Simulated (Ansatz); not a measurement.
Calculation: frozen-core CCSD(T)/cc-pVTZ // B3LYP-D3(BJ)/def2-TZVP (Ansatz, a program for electronic structure).

Ansatz 0.2 input:
```yaml
crystal:
  periodic: [false, false, false]
  atoms:
    - { symbol: O, position_ang: [-1.124172, 2.240451, 0.340964] }
    - { symbol: C, position_ang: [-0.516094, 1.210334, 0.165397] }
    - { symbol: C, position_ang: [0.922913, 1.064747, -0.138272] }
    - { symbol: C, position_ang: [1.240625, -0.22544, -0.266679] }
    - { symbol: C, position_ang: [0.067949, -1.148002, -0.069998] }
    - { symbol: C, position_ang: [-1.107811, -0.201994, 0.218459] }
    - { symbol: H, position_ang: [1.586163, 1.911971, -0.233641] }
    - { symbol: H, position_ang: [2.231321, -0.601497, -0.489196] }
    - { symbol: H, position_ang: [0.258878, -1.845716, 0.749963] }
    - { symbol: H, position_ang: [-0.093536, -1.762311, -0.96002] }
    - { symbol: H, position_ang: [-1.909912, -0.279429, -0.516325] }
    - { symbol: H, position_ang: [-1.556325, -0.363112, 1.199349] }
basis:
  gaussian: { orbitals: cc-pVTZ }
correlation:
  method: ccsd_t
```

Output:

```
Functional definition: HF
1528 factors; integrals over basis functions are off by at most 9.6e-4 eV
mean field evaluation 1: about -7281.7023 eV, gradient 4.3e1 eV
mean field evaluation 2: about -7282.0524 eV, gradient 4.3e1 eV
mean field evaluation 4: about -7286.4908 eV, gradient 6.0e0 eV
mean field evaluation 8: about -7286.6137 eV, gradient 5.4e-1 eV
mean field evaluation 16: about -7286.6164 eV, gradient 2.4e-6 eV
mean field -7286.61636862 eV, -267.7782125008 hartree, gradient 2.4e-6 eV, S^2 0.000000; 0 other end points of the search recorded, 0 dependent functions left out
6 core orbitals not correlated
reference -7286.61636862 eV, -267.7782125008 hartree; 16, 16 occupied and 242, 242 virtual orbitals, 1528 factors
second order -28.01415410 eV of doubles, -0.00000000 eV of singles
cycle   1  -27.95234137 eV  change    6.2e-2 eV  update   1.3e-1
cycle   2  -28.66561160 eV  change   -7.1e-1 eV  update   4.1e-2
cycle   3  -28.85334863 eV  change   -1.9e-1 eV  update   2.2e-2
cycle   4  -28.84290501 eV  change    1.0e-2 eV  update   6.0e-3
cycle   5  -28.84004570 eV  change    2.9e-3 eV  update   3.2e-3
cycle   6  -28.84214314 eV  change   -2.1e-3 eV  update   1.1e-3
cycle   7  -28.84185099 eV  change    2.9e-4 eV  update   5.1e-4
cycle   8  -28.84170257 eV  change    1.5e-4 eV  update   1.5e-4
cycle   9  -28.84176934 eV  change   -6.7e-5 eV  update   6.4e-5
cycle  10  -28.84180307 eV  change   -3.4e-5 eV  update   2.2e-5
perturbative correction -1.36557074 eV, -0.0501837990 hartree
Total energy: -7316.82374243 eV, -268.8883130130 hartree
```

Cost: around 7 core-minutes (rough).
